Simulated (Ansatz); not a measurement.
Basis-set extrapolation for CH8O2Si2 (`OC[SiH2][SiH2]O`) (PBE0-D4/def2-TZVP geometry, frozen core, the Gaussian-basis code of Ansatz). Multiplicity 1, RHF reference.

```csv
,def2-TZVPP,def2-QZVPP
HF,-770.250496,-770.278037
MP2 correlation,-0.904588,-0.974356
CCSD(T) correlation,-0.991442,not run
```

Energies in hartree. Use E(X) = E(∞) + A·exp(−7.88·√X) for Hartree–Fock and E(X) = E(∞) + B·X^(−2.97) for correlation, with X = 3 and 4, and add CCSD(T) minus MP2 of the smaller set to the MP2 limit.

Q: What is the CCSD(T) energy at the basis-set limit?

A: HF limit: -770.278037 + (-0.027541) × 0.13774 = -770.28183. MP2 limit: -0.974356 + (-0.069768) × 0.74074 = -1.02604. Higher-order term: -0.991442 − (-0.904588) = -0.08685. Total: -771.39472 hartree, 4.16 eV below CCSD(T)/def2-TZVPP.
